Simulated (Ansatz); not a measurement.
The cluster Ta₄⁺. Total charge 1; doublet. Geometry r2SCAN-D4/def2-SVP; atoms count from 1.

| atom | x (Å) | y (Å) | z (Å) |
| --- | --- | --- | --- |
| Ta1 | -1.061 | 0.649 | -0.378 |
| Ta2 | -1.196 | -1.331 | 1.064 |
| Ta3 | 1.198 | 1.333 | -1.065 |
| Ta4 | 1.059 | -0.650 | 0.380 |

In the def2 sets Ta takes a core potential; there is no spin–orbit coupling. The charge 1 doublet is spin-contaminated (final ⟨S²⟩ up to 1.52, 0.75 for a pure state). No other spin state of charge 1 was run. The geometry of the doublet was relaxed on an unsound state (⟨S²⟩ 1.21, where a pure state has 0.75). Another isomer (doublet) lies 1.53 eV lower at PBE0-D4/def2-TZVP; other spin states weren't run for this one.

(1) Estimate the Mulliken populations from the PBE0/def2-TZVP orbitals of Ansatz.

(2) Where does the spin sit?

(3) And the Mayer bond orders between bonded heavy atoms (over 0.3)?

Answers

(1) 
```json
{"atom": "Ta1", "charge (e)": "0.23", "spin (α − β)": "0.03", "d electrons": "3.63"}
{"atom": "Ta2", "charge (e)": "0.28", "spin (α − β)": "1.59", "d electrons": "3.34"}
{"atom": "Ta3", "charge (e)": "0.26", "spin (α − β)": "-0.65", "d electrons": "3.34"}
{"atom": "Ta4", "charge (e)": "0.23", "spin (α − β)": "0.03", "d electrons": "3.63"}
```
Mulliken values and Mayer orders depend strongly on the basis.

(2) Summed by element: Ta 1.00, of 1 unpaired in all. Largest on single atoms: Ta2 1.59, Ta3 -0.65, Ta4 0.03.

(3) Ta1–Ta2 2.16 (2.45 Å); Ta1–Ta3 2.24 (2.46 Å); Ta1–Ta4 1.43 (2.60 Å); Ta2–Ta4 2.16 (2.45 Å); Ta3–Ta4 2.24 (2.46 Å). Values over 0.3 also appear between atoms too far apart for a bond (Ta2–Ta3 0.52 at 4.17 Å); they arise where an orbital or an unpaired electron spreads over both atoms.
